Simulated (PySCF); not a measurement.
## Electron correlation in Co²⁺ (cobalt, charge +2)

[Ar] 3d6 4s1, high-spin 6D determinant (an excited configuration). Computed with PySCF 2.14 in aug-cc-pVDZ-DK (7s6p4d2f, 59 functions), with scalar relativity by spin-free X2C-1e. Frozen: [Ar]; 7 electrons correlated.

MP2 pair energies summed by pair of shells (mhartree):

```csv
pair,energy,share (%)
3d-3d,-93.11,85.0
3d-4s,-16.49,15.0
```

Total MP2 correlation energy: -109.61 mhartree.

Same-spin part -67.77 and opposite-spin part -41.84 mhartree; SCS-MP2 scales them by 1/3 and 6/5 to -72.79 mhartree.
